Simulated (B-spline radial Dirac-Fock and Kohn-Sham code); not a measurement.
## Relativistic shifts of the levels of Mn⁺

System: Mn⁺ in the configuration [Ar] 3d5 4s1.

Both columns are ΔSCF binding energies of the configuration average from an atomic code on a B-spline grid: non-relativistic Hartree-Fock with a point nucleus, and Dirac-Fock with a finite nucleus and the Coulomb interaction alone, averaged over the two j levels with weights 2j+1.

| shell | Hartree-Fock (eV) | Dirac-Fock (eV) | shift (eV) | shift (%) |
| --- | --- | --- | --- | --- |
| 1s | 6514.2 | 6569.7 | +55.49 | +0.85 |
| 2s | 783.3 | 794.7 | +11.43 | +1.46 |
| 2p | 665.0 | 666.9 | +1.91 | +0.29 |
| 3p | 72.10 | 72.39 | +0.29 | +0.40 |
| 3d | 20.23 | 19.96 | -0.27 | -1.32 |
| 4s | 14.25 | 14.40 | +0.14 | +1.01 |

Relativity binds 1s, 2s, 2p, 3p, 4s more strongly, among those listed most of all 2s in relative terms, and 3d more weakly, because the contracted s and p shells screen the nucleus better.

Values without a named source are computed, but for edge energies of neutral atoms, which are taken from tables.
